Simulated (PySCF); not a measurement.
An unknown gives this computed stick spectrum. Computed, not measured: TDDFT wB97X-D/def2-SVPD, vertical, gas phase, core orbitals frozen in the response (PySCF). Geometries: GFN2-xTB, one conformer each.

| state | E (eV) | f |
| --- | --- | --- |
| S1 | 5.15 | 0.154 |
| S2 | 5.47 | 0.092 |
| S3 | 5.82 | 0.0015 |
| S4 | 6.20 | 0.032 |
| S5 | 6.60 | 0.0050 |
| S6 | 6.65 | 0.0028 |
| S7 | 6.69 | 0.032 |
| S8 | 6.71 | 0.0024 |

Triplets computed (Tamm–Dancoff): 3.65, 4.21, 5.22 eV.

Question: Which structure fits?
A. `c1sc(cc1)COC`
B. `O=S(=O)(Cl)c1cccs1`
C. `O=C(Cl)c1ccccc1`

Answer: B. Its S1 lies at 5.15 eV; the nearest of the others has S1 at 4.64 eV. S1 is HOMO→LUMO (90%). Löwdin shares by element: HOMO carbon 69% or more, chlorine 9% (atoms not listed hold the other 22%); LUMO carbon 26% or more, chlorine 18%, sulfur 14% or more (atoms not listed hold the other 42%). At the same level the other candidates give, for their lowest levels:
- `COCc1cccs1`: 5.67 eV (f 0.135); 5.90 eV (f 0.081); 6.18 eV (f 0.003); 6.36 eV (f 0.000); 6.52 eV (f 0.000); T1 3.78 eV; HOMO -8.68, LUMO 1.10 eV
- `O=C(Cl)c1ccccc1`: 4.64 eV (f 0.000); 4.97 eV (f 0.024); 5.39 eV (f 0.298); 6.07 eV (f 0.000); 6.42 eV (f 0.001); T1 3.78 eV; HOMO -9.83, LUMO -0.60 eV

The values belong to the conformer `[O:1]=[S:2](=[O:3])([Cl:4])[c:5]1[cH:6][cH:7][cH:8][s:9]1`: O1–S2–C5–C6 157°.
